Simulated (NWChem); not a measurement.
Species: CH2ClFO2Si; SMILES O=CO[Si@@H](F)Cl

```xyz
8

O      0.7002    -2.2386    -0.4494
C     -0.1757    -2.0748     0.3475
O     -0.8091    -0.9107     0.5392
Si    -0.4316     0.4517    -0.3853
F     -1.5762     1.4971     0.0326
Cl     1.3670     1.2064     0.1826
H     -0.5760    -2.8572     1.0239
H     -0.5089     0.1929    -1.8303
```
Atoms are numbered in this order, from 1.

Computed with NWChem. Structure relaxed at the PBE0/def2-SVP level. Total energies compare along this basis series because the functional is fixed.

| level | basis functions | energy (Ha) | highest occupied level (eV) | orbital gap (eV) | dipole (D) |
|---|---|---|---|---|---|
| Hartree-Fock/pcseg-1 | 102 | -1036.6591 | -13.30 | 16.76 | 1.65 |
| Hartree-Fock/aug-pcseg-1 | 164 | -1036.6886 | -13.17 | 13.97 | 1.47 |
| Hartree-Fock/pcseg-2 | 216 | -1036.9479 | -13.19 | 16.07 | 1.51 |
| Hartree-Fock/STO-3G | 40 | -1024.5663 | -10.04 | 17.92 | 2.48 |
| Hartree-Fock/def2-SVP | 102 | -1036.3325 | -13.14 | 17.02 | 1.41 |
